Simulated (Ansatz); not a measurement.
Program: Ansatz 0.2.0.

A structure relaxed at PBE0-D4/def2-TZVP, charge 0, multiplicity 2:

Cartesian coordinates in Å:
```
O 0.6908 -1.5221 0.2376
Si 1.0218 -0.3750 1.4056
S -0.5531 1.0370 1.3579
Si -0.6514 1.2141 -0.7870
O -1.2569 -0.1357 -1.4808
H 1.4048 -2.1292 0.0280
H 1.0218 -0.9887 2.7703
H -1.5851 2.3238 -1.0682
H 0.7196 1.5175 -1.2712
H -0.8123 -0.9416 -1.1921
```

Q: Give its formula and SMILES.

A: H5O2SSi2, `O[SiH]S[SiH2]O`.

Q: Summarise the bond lengths by kind.

A: 2 × O–Si 1.634 to 1.670 Å; 2 × H–O 0.960 to 0.965 Å; 2 × S–Si 2.116 to 2.154 Å; 3 × H–Si 1.477 to 1.496 Å.
